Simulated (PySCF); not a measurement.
Working out the ionisation energy of Ni

Ni [Ar] 3d8 4s2 (3F) → Ni⁺ [Ar] 3d9 (2D). Computed with PySCF 2.14 in dyall-av2z (16s12p7d2f, 101 functions), with no relativity, point nucleus. Frozen: [Ar]; the 33 highest virtual orbitals dropped. Energies in hartree (1 hartree = 27.21139 eV):

```csv
part,Ni (lower),Ni⁺ (upper)
UHF,-1506.855920,-1506.571960
MP2 opposite-spin,-0.187993,-0.212547
MP2 same-spin,-0.103326,-0.123184
```

What does Hartree-Fock give?

(-1506.571960) − (-1506.855920) = 0.283960 hartree = 7.727 eV.

What do MP2 and SCS-MP2 (6/5 opposite-spin, 1/3 same-spin) give?

The opposite-spin parts differ by -0.668 eV and the same-spin parts by -0.540 eV. MP2: 7.727 + (-0.668) + (-0.540) = 6.519 eV. SCS-MP2: 7.727 + 1.2 × (-0.668) + (-0.540)/3 = 6.745 eV.

A first-order spin-orbit estimate adds 0.048 eV to MP2 (valence), giving 6.567 eV against 7.640 eV (measured; NIST Atomic Spectra Database, ionization energies).

The calculation is non-relativistic.

A double-zeta basis recovers only part of the correlation energy.

What remains against the reference includes basis incompleteness, the frozen core and correlation beyond second order.
